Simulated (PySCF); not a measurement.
# How methods differ on the excitation energy of Zn⁺

Zn⁺ [Ar] 3d10 4s1 (2S) → Zn⁺ [Ar] 3d10 4p1 (2P), as a difference of total energies. Calculation: PySCF 2.14, in aug-cc-pwCVDZ-PP with ECP10MDF (6s6p5d3f, 70 functions); a scalar-relativistic core potential. Correlated levels: valence: 3s2 3p6 frozen; valence and next inner shell: nothing frozen outside the core potential. The calculations carry no spin-orbit coupling.

Q: Order these methods by the excitation energy they give, lowest first.
A. PBE0
B. wB97M-V
C. MP2 (valence and next inner shell)
D. UHF

A: D (45802 cm⁻¹), B (48219 cm⁻¹), A (48803 cm⁻¹), C (49618 cm⁻¹).

Errors of the correlated levels include the incompleteness of this basis and the frozen core.

For comparison: 49064 cm⁻¹ (measured; NIST levels, between the centres of gravity of the two terms).
